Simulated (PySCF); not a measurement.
# Working out the ionisation energy of Nd

Nd [Xe] 4f4 6s2 (high-spin determinant) → Nd⁺ [Xe] 4f4 6s1 (high-spin determinant). All numbers are calculated (PySCF 2.14, the spin-free X2C one-electron Hamiltonian (Gaussian nucleus), in ANO-RCC-VTZP). Frozen: [Ar] 3d10. Energies in hartree (1 hartree = 27.21139 eV):

| part | Nd (lower) | Nd⁺ (upper) |
| --- | --- | --- |
| UHF | -9619.222909 | -9619.057855 |
| MP2 opposite-spin | -0.597794 | -0.570627 |
| MP2 same-spin | -0.355224 | -0.348969 |

Q: What does Hartree-Fock give?

A: (-9619.057855) − (-9619.222909) = 0.165054 hartree = 4.491 eV.

Q: What do MP2 and SCS-MP2 (6/5 opposite-spin, 1/3 same-spin) give?

A: The opposite-spin parts differ by 0.739 eV and the same-spin parts by 0.170 eV. MP2: 4.491 + (0.739) + (0.170) = 5.400 eV. SCS-MP2: 4.491 + 1.2 × (0.739) + (0.170)/3 = 5.434 eV.

A first-order spin-orbit estimate adds 0.000 eV to MP2 (valence and next inner shell), giving 5.400 eV against 5.525 eV (measured; NIST Atomic Spectra Database, ionization energies).

One determinant mixes LS terms, so it does not stand for a single term.

What remains against the reference includes basis incompleteness, the frozen core and correlation beyond second order.
